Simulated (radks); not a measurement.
Question: Species: Ba XXXV. Configuration: [Ar] 3d4 (the NIST ground configuration). All-electron calculation, Dirac Kohn-Sham, LB94 model potential, spin-unpolarised, spherical densities, finite nucleus; open shells fill j = l - 1/2 first; Fermi nuclear charge, rms radius 4.8378 fm. Program: a radial shooting solver on a logarithmic mesh with Libxc functionals.

Spin-orbit splittings of the eigenvalues, e(l+1/2) - e(l-1/2), with zeta = 2 splitting/(2l+1) and mean radii in bohr:

| shell | occ. | splitting (eV) | zeta (eV) | <r> j=l-1/2 | <r> j=l+1/2 |
|---|---|---|---|---|---|
| 2p | 6 | 389.5 | 259.7 | 0.09111 | 0.09698 |
| 3p | 6 | 86.97 | 57.98 | 0.2631 | 0.2731 |
| 3d | 4 | ? | ? | 0.2392 | 0.2423 |

Estimate the 3d splitting.

Answer: 20.06 eV (zeta = 8.023 eV).
